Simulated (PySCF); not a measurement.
A structure optimised at PBE-D3(BJ)/def2-SVP, used in a PySCF frequency run:

```
C
C 1 1.3481
O 1 1.3842 2 125.38
C 3 1.3815 1 106.30 2 180.00
C 4 1.3458 3 109.25 1 0.00
O 5 1.3828 4 109.13 3 0.00
H 5 1.0929 4 133.51 3 180.00
H 4 1.0930 5 133.41 7 0.00
H 2 1.0993 1 115.84 3 0.00
C 2 1.4990 9 120.29 1 180.00
H 10 1.1073 2 111.39 9 180.00
H 10 1.1123 11 107.49 2 -122.90
H 10 1.1123 11 107.49 12 -114.19
```
Charge 0, spin multiplicity 1.

### Question
Write its SMILES, formula and point group.

### Answer
CC=C1OC=CO1, C5H6O2, Cs

### Question
What are its rotational constants (standard atomic weights)?

### Answer
7.4292, 2.0125, 1.5996 GHz
